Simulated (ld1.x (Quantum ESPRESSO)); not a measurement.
## Configuration tests for sulfur (ultrasoft)

```json
{"Element": "S", "Generator": "ld1.x (Quantum ESPRESSO) 7.5", "Type": "ultrasoft", "Functional": "PBE", "Relativity": "scalar-relativistic", "Frozen core": "[Ne]", "Valence charge": "6", "Reference configuration": "3s2 3p4", "Partial waves": "3s (bound): rcut 0.90, rcutus 1.20 bohr; 3s channel at 3.85 Ry: rcut 0.90, rcutus 1.20 bohr; 3p (bound): rcut 1.60, rcutus 1.80 bohr; 3p channel at -0.15 Ry: rcut 1.60, rcutus 1.80 bohr", "Local potential": "all-electron potential smoothed inside 0.90 bohr (lloc = -1)", "Core correction": "Bessel-smoothed model core inside 1.20 bohr", "Augmentation charge": "built from norm-conserving waves at rcut, not smoothed further"}
```

Energies are relative to the spin-unpolarised reference configuration 3s2 3p4; without spin polarisation the order of configurations can differ from experiment.

| valence configuration | charge | ΔE all-electron (eV) | error AE − PS (meV) |
| --- | --- | --- | --- |
| 3s2 3p2 | +2 | 34.053 | +12 |
| 3s2 3p1 | +3 | 68.094 | +53 |
| 3s2 3p0 | +4 | 114.891 | +163 |
| 3s1 3p4 | +1 | 22.648 | -2.4 |
| 3s2 3p4.3 | -0.3 | -1.709 | +0.2 |

What are ΔE and the potential's error for 3s2 3p3.5?

ΔE = 4.660 eV all-electron; the error (AE − PS) is -0.1 meV.

What are ΔE and the potential's error for 3s2 3p3?

ΔE = 11.769 eV all-electron; the error (AE − PS) is +0.7 meV.

Levels in the configuration 3s2 3p4.3:

```json
{"level": "3s", "all-electron (eV)": "-14.495", "pseudo (eV)": "-14.495"}
{"level": "3p", "all-electron (eV)": "-4.415", "pseudo (eV)": "-4.416"}
```

Note: ghost state, extra bound levels that the all-electron valence spectrum of the same l lacks: s at -59.4 eV. A true bound ghost makes a file unfit for plane-wave use.
